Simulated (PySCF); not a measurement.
Fe(OH)3 (FeH3O3), SMILES [OH][Fe]([OH])[OH] (connectivity only; charge and spin as stated), neutral, multiplicity 6.

Coordinates come from a TPSSh-D3(BJ)/def2-SVP optimisation. The spin state was assumed, not searched. Other conformers were not sampled.

Method: TPSSh-D3(BJ)/def2-SVP (PySCF).

Frequencies are harmonic and unscaled.

Modes within 1.5 cm⁻¹ of each other (mostly degenerate sets) share a row, with their intensities summed.

| mode | ν (cm⁻¹) | IR (km/mol) | moving atoms (share of kinetic energy) |
|---|---|---|---|
| 1 | 122 | 3.6 | Fe 45 %, O 39 %, H 16 % |
| 2–3 | 135 | 22.7 | O 68 %, H 17 %, Fe 15 % |
| 4–5 | 372 | 0.0 | H 89 %, O 11 % |
| 6 | 401 | 398.9 | H 81 %, O 16 % |
| 7 | 559 | 0.0 | H 81 %, O 19 % |
| 8–9 | 570 | 456.7 | H 70 %, O 28 % |
| 10 | 633 | 0.0 | O 86 %, H 14 % |
| 11–12 | 718 | 126.4 | O 53 %, Fe 31 %, H 16 % |
| 13–14 | 3802 | 266.0 | H 94 % |
| 15 | 3805 | 0.0 | H 94 % |
